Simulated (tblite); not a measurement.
Species: C₅H₁₁NO₂Si.
SMILES with atom numbers: `[CH3:1][O:2][CH2:3][SiH2:4][O:5][C@H:6]([CH3:7])[C:8]#[N:9]` (hydrogens: H10, H11, H12 on C1; H13, H14 on C3; H15, H16 on Si4; H17 on C6; H18, H19, H20 on C7)

Computed with GFN2-xTB (tblite), gas phase: L-BFGS steps from a force-field or distance-geometry start until the largest atomic force falls under 0.01 eV/Å.

Step 25: E = -791.6375 eV
```
atom  x, y, z in Å  |  force x, y, z in eV/Å
C1     -2.4545   -1.5059    0.2238    0.010  -0.008   0.002
O2     -1.4975   -0.5151    0.4936    0.012  -0.012   0.005
C3     -1.8002    0.7261   -0.1237   -0.002   0.002  -0.008
Si4    -0.2979    1.8511    0.2144    0.026   0.022   0.026
O5      1.0642    1.1878   -0.3623    0.019   0.015  -0.003
C6      1.5884   -0.1034   -0.1604   -0.018   0.010   0.000
C7      3.1163   -0.0201   -0.1204   -0.035  -0.016  -0.034
C8      1.1479   -0.9659   -1.2453    0.010  -0.003   0.000
N9      0.7967   -1.6112   -2.1206    0.002   0.003   0.032
H10    -2.4950   -1.7287   -0.8500    0.009  -0.008   0.013
H11    -2.1531   -2.3983    0.7697    0.009   0.001  -0.008
H12    -3.4524   -1.1918    0.5560    0.013   0.001   0.011
H13    -1.9563    0.5748   -1.1998   -0.012  -0.007  -0.041
H14    -2.7367    1.1243    0.2857   -0.047   0.017  -0.018
H15    -0.2068    2.0217    1.6681   -0.001   0.019  -0.010
H16    -0.3107    3.0706   -0.5785   -0.011  -0.005   0.033
H17     1.2009   -0.5285    0.7765    0.005  -0.017  -0.015
H18     3.5495   -1.0018    0.0543   -0.020   0.003   0.039
H19     3.4853    0.3631   -1.0692    0.004   0.039   0.022
H20     3.4068    0.6620    0.6764    0.025  -0.055  -0.045
```

Step 26: E = -791.6381 eV
```
atom  x, y, z in Å  |  force x, y, z in eV/Å
C1     -2.4531   -1.5053    0.2241    0.006  -0.012   0.005
O2     -1.4969   -0.5140    0.4931   -0.004   0.014  -0.009
C3     -1.8012    0.7266   -0.1255   -0.003   0.019  -0.011
Si4    -0.2980    1.8512    0.2157    0.018  -0.002  -0.004
O5      1.0643    1.1876   -0.3612    0.012   0.000   0.005
C6      1.5879   -0.1043   -0.1601   -0.011   0.006  -0.005
C7      3.1163   -0.0209   -0.1211   -0.042  -0.014  -0.022
C8      1.1476   -0.9672   -1.2456    0.008   0.014   0.010
N9      0.7958   -1.6117   -2.1213    0.005   0.004   0.037
H10    -2.4944   -1.7298   -0.8489    0.010  -0.004  -0.001
H11    -2.1499   -2.3963    0.7699    0.012  -0.021   0.005
H12    -3.4513   -1.1930    0.5568    0.010   0.006   0.013
H13    -1.9584    0.5741   -1.2022   -0.001  -0.001  -0.010
H14    -2.7380    1.1269    0.2838   -0.023  -0.005  -0.025
H15    -0.2093    2.0224    1.6683    0.002   0.016   0.009
H16    -0.3087    3.0708   -0.5759   -0.011   0.008   0.024
H17     1.2006   -0.5304    0.7770    0.010  -0.008  -0.026
H18     3.5497   -1.0027    0.0552   -0.022   0.018   0.020
H19     3.4841    0.3654   -1.0693    0.005   0.018   0.025
H20     3.4078    0.6612    0.6755    0.019  -0.054  -0.038
```

**Question.** Estimate the geometry and energy of step 27. (The exact step hangs on the optimiser's Hessian estimate; all steps are aligned on step 26, rigid shifts and turns removed.)

**Answer.** E = -791.6385 eV, largest force 0.046 eV/Å
```
atom  x, y, z in Å  |  force x, y, z in eV/Å
C1     -2.4517   -1.5050    0.2246    0.004  -0.011   0.007
O2     -1.4965   -0.5126    0.4925   -0.015   0.031  -0.017
C3     -1.8022    0.7275   -0.1273   -0.005   0.025  -0.014
Si4    -0.2978    1.8513    0.2166    0.002  -0.019  -0.021
O5      1.0645    1.1872   -0.3600    0.004  -0.005   0.010
C6      1.5873   -0.1051   -0.1598   -0.003   0.006  -0.008
C7      3.1156   -0.0218   -0.1221   -0.029  -0.010  -0.008
C8      1.1475   -0.9680   -1.2455    0.003   0.025   0.015
N9      0.7952   -1.6119   -2.1213    0.004  -0.004   0.028
H10    -2.4936   -1.7307   -0.8479    0.011  -0.001  -0.008
H11    -2.1467   -2.3951    0.7702    0.013  -0.031   0.013
H12    -3.4500   -1.1940    0.5579    0.009   0.006   0.013
H13    -1.9603    0.5738   -1.2044    0.009   0.004   0.013
H14    -2.7397    1.1290    0.2817   -0.001  -0.021  -0.029
H15    -0.2118    2.0230    1.6686    0.004   0.014   0.021
H16    -0.3068    3.0711   -0.5734   -0.011   0.019   0.015
H17     1.2006   -0.5324    0.7770    0.008  -0.004  -0.025
H18     3.5497   -1.0029    0.0561   -0.023   0.017   0.000
H19     3.4831    0.3676   -1.0690    0.004  -0.001   0.015
H20     3.4087    0.6595    0.6740    0.012  -0.040  -0.019
```

The energy changes by -0.0004 eV. The first-order estimate −F·Δx gives -0.0006 eV and the mean of the old and new forces, exact on a quadratic surface, -0.0004 eV. The step makes an angle of 62° with the force vector and moves no atom by more than 0.003 Å.

What follows is the cost of the whole relaxation. On one thread of an Arm Neoverse V2, shared host with 32 logical CPUs at a one-minute load of 35, this took 0.78 s.
